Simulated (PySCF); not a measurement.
Mean harmonic wavenumber (cm⁻¹) of eight silicon and germanium compounds: PBE-D3(BJ) beside B3LYP-D3(BJ), computed with PySCF for isolated molecules in the bases named; differences from unrounded values. The eight are the first of their class met in an unordered collection, after screening for sound electronic states; none was chosen by its value. Each level has its own optimised geometry.

```tsv
molecule	basis	B3LYP-D3(BJ)	PBE-D3(BJ)	difference
silacyclobutane (C₃H₈Si), SMILES C1[SiH2]CC1	def2-SVP	1440	1402	-37
CH7NSi3, SMILES [SiH3][Si@H]1N=C[SiH2]1	def2-SVP	1037	1000	-37
C2H5FOSi2, SMILES [Si@H]1(C(C[SiH2]1)=O)F	def2-SVP	1042	1008	-34
C2H4ClFSi2, SMILES C#C[SiH2][Si@H](F)Cl	def2-SVP	920	890	-31
Si(F)(Cl)(Br)(OH) (BrClFHOSi), SMILES O[Si](F)(Cl)Br	def2-SVP	741	722	-19
C3H10Si3, SMILES [SiH2]1C(=C)[C@@H]([SiH2]1)[SiH3]	def2-SVP	1130	1095	-36
Si(Cl)3(NH2) (Cl3H2NSi), SMILES Cl[Si](Cl)(N)Cl	def2-SVP	914	896	-18
C2H5NO2Si, SMILES C1=NCO[Si@@H]1O	def2-SVP	1257	1218	-39
```

PBE-D3(BJ) lies below B3LYP-D3(BJ) in 8 and above it in 0 of the eight; the mean signed difference is -31 and the largest -39 cm⁻¹.
